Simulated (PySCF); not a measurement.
Spin-rotation constants: SMILES Cc1ccpcc1C, C₇H₉P

Cartesian coordinates in Å; atom numbers follow the order of the lines, from 1:
```xyz
17

C    -0.622    1.768    0.316
C     0.227    0.560    0.055
C     1.602    0.720   -0.067
C     2.498   -0.299   -0.306
P     2.075   -1.967   -0.498
C     0.359   -1.847   -0.299
C    -0.374   -0.700   -0.060
C    -1.865   -0.817    0.079
H    -1.353    1.905   -0.480
H    -0.008    2.663    0.377
H    -1.169    1.661    1.252
H     1.997    1.724    0.032
H     3.549   -0.051   -0.380
H    -0.183   -2.783   -0.374
H    -2.367   -0.217   -0.680
H    -2.185   -1.850   -0.032
H    -2.189   -0.458    1.055
```

Computed, not measured: GIAO CAM-B3LYP/pcSseg-1 magnetisability, rotational g tensor and spin-rotation constants, non-relativistic, gas phase (PySCF). Geometry: GFN2-xTB.

(1) Give the nuclear spin-rotation constants along the inertial axes (H = +C I·J) beside the isotropic shieldings.

(2) How do the rotational constants and the g tensor change when H9, H10, H11, H12, H13, H14, H15, H16, H17 are replaced by deuterium?

Answers

(1) Rotational constants 2.9615, 1.5247, 1.0192 GHz. A star marks the isotopologue with that one atom substituted, in its own axes.
| atom | isotope | Caa (kHz) | Cbb (kHz) | Ccc (kHz) | mean (kHz) | σ (ppm) |
| --- | --- | --- | --- | --- | --- | --- |
| P5 | 31P | 7.883 | 4.324 | 1.149 | 4.452 | 66.2 |
| H9 | 1H | -0.194 | -0.150 | -0.017 | -0.120 | 29.3 |
| H10 | 1H | -0.301 | 0.048 | -0.114 | -0.122 | 29.4 |
| H11 | 1H | -0.194 | -0.150 | -0.017 | -0.120 | 29.3 |
| H12 | 1H | -0.272 | 0.162 | -0.097 | -0.069 | 23.8 |
| H13 | 1H | 0.028 | 0.047 | -0.106 | -0.010 | 22.8 |
| H14 | 1H | -0.284 | 0.210 | -0.107 | -0.060 | 22.8 |
| H15 | 1H | -0.173 | -0.164 | -0.014 | -0.117 | 29.2 |
| H16 | 1H | -0.289 | 0.042 | -0.114 | -0.120 | 29.4 |
| H17 | 1H | -0.170 | -0.164 | -0.015 | -0.116 | 29.2 |
| C1 | 13C* | 0.420 | 0.229 | 0.173 | 0.274 | 160.0 |
| C2 | 13C* | 1.474 | 0.637 | 0.109 | 0.740 | 38.4 |
| C3 | 13C* | 1.076 | 0.776 | 0.142 | 0.664 | 40.4 |
| C4 | 13C* | 1.632 | 0.715 | 0.106 | 0.818 | 15.4 |
| C6 | 13C* | 1.134 | 0.940 | 0.137 | 0.737 | 14.2 |
| C7 | 13C* | 1.415 | 0.703 | 0.109 | 0.742 | 33.4 |
| C8 | 13C* | 0.432 | 0.221 | 0.183 | 0.279 | 158.2 |

For the geometry as given, no vibrational averaging.

(2) Constants 2.4210, 1.3395, 0.8811 GHz; g -0.0339, -0.0273, 0.0154, against -0.0413, -0.0308, 0.0180 before.
